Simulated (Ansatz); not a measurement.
Geometry optimisation, RKS revPBE-D4/6-31G* (Ansatz 0.2.0).

Input file:

```yaml
crystal:
  periodic: [false, false, false]
  atoms:
    - { symbol: "N", position_ang: [0.82918, 0.76958, -1.32281] }
    - { symbol: C, position_ang: [-0.0623, 0.62308, -0.38674] }
    - { symbol: Si, position_ang: [0.01773, -0.46587, 1.09151] }
    - { symbol: F, position_ang: [-1.5803, -0.51525, 1.68355] }
    - { symbol: H, position_ang: [1.46037, -0.04324, -1.3463] }
    - { symbol: H, position_ang: [-0.72096, 1.50467, -0.31931] }
    - { symbol: H, position_ang: [0.05629, -1.87297, 0.6001] }
total_charge: -1
basis:
  gaussian: { orbitals: "6-31G*" }
hamiltonian:
  xc: revpbe
  dispersion: d4
relax:
  f_tol: 0.015
  max_steps: 40
```

Run as:

```bash
$ ansatz run input.yaml --threads 1 --pin off --max-ram 2048MiB --backend cpu --events-out ev --progress --plain --runs-dir out
```

**Question.** Where does it end, and by what steps?

**Answer.** The run converged. Limits of this set-up: an anion without diffuse functions, the dipole of an ion depends on the origin. After 14 steps the energy has fallen by 0.261 eV; H7 moved furthest, 0.25 Å.

```csv
step,energy less start (eV),largest force component (eV/Å),accepted
0,0.0000,2.066,yes
1,-0.1975,1.359,yes
2,-0.2197,1.043,yes
3,-0.2526,0.533,yes
4,-0.2573,0.362,yes
5,-0.2593,0.081,yes
6,-0.2596,0.055,yes
7,-0.2598,0.026,yes
8,-0.2601,0.030,yes
9,-0.2604,0.066,yes
10,-0.2608,0.063,yes
11,-0.2608,0.047,yes
12,-0.2609,0.049,yes
13,-0.2610,0.037,yes
14,-0.2611,0.012,yes
```

```xyz
7
Properties=species:S:1:pos:R:3
N 0.819 0.749 -1.359
C -0.023 0.607 -0.367
Si 0.072 -0.523 1.216
F -1.539 -0.363 1.768
H 1.556 0.016 -1.241
H -0.851 1.362 -0.388
H -0.033 -1.849 0.372
```

Run time: 34 s on 1 CPU thread of a shared host.
